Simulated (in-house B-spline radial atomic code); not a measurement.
## Ionising Kr⁷⁺ with different functionals

Computed with a B-spline radial code for spherical atoms: scalar-relativistic (spin-free X2C) Hamiltonian, Fermi nucleus of rms radius 4.1884 fm, spin-polarised at highest spin, spherical fractional occupations for the functionals, and exact exchange of hybrids averaged over the configuration. The ionisation energy is the difference of two self-consistent energies, [Ar] 3d10 4s1 → [Ar] 3d10, without Breit or QED terms; ε is the level of the shell that loses the electron (its least bound occupied spin orbital). There is no spin-orbit coupling in this Hamiltonian.

```json
{"method": "PBE0", "rung": "global hybrid", "ΔSCF (eV)": "126.76", "-ε(4s) (eV)": "120.97"}
{"method": "B3LYP", "rung": "global hybrid", "ΔSCF (eV)": "127.42", "-ε(4s) (eV)": "121.08"}
{"method": "TPSSh", "rung": "global hybrid", "ΔSCF (eV)": "126.48", "-ε(4s) (eV)": "119.83"}
{"method": "BHandHLYP", "rung": "global hybrid", "ΔSCF (eV)": "126.76", "-ε(4s) (eV)": "122.69"}
{"method": "r2SCAN0", "rung": "global hybrid", "ΔSCF (eV)": "126.20", "-ε(4s) (eV)": "121.25"}
{"method": "B97-1", "rung": "global hybrid", "ΔSCF (eV)": "126.31", "-ε(4s) (eV)": "120.26"}
{"method": "HSE06", "rung": "range-separated hybrid", "ΔSCF (eV)": "126.85", "-ε(4s) (eV)": "120.74"}
{"method": "wB97X", "rung": "range-separated hybrid", "ΔSCF (eV)": "125.37", "-ε(4s) (eV)": "123.42"}
{"method": "CAM-B3LYP", "rung": "range-separated hybrid", "ΔSCF (eV)": "127.42", "-ε(4s) (eV)": "122.98"}
{"method": "LC-wPBE", "rung": "range-separated hybrid", "ΔSCF (eV)": "127.11", "-ε(4s) (eV)": "124.46"}
```

Among the functionals, which spreads more, the ΔSCF values or the orbital energies?

The orbital energies: ΔSCF values span about 2.05 eV and the orbital energies 4.63 eV.

How do they compare with the NIST value?

NIST lists 125.802 eV ± 0.003 (measured, ground level to ground level). Errors run from -0.43 to +1.62 eV; r2SCAN0 is closest (+0.40 eV), but part of that can be cancellation, since the calculations leave out Breit-QED terms.
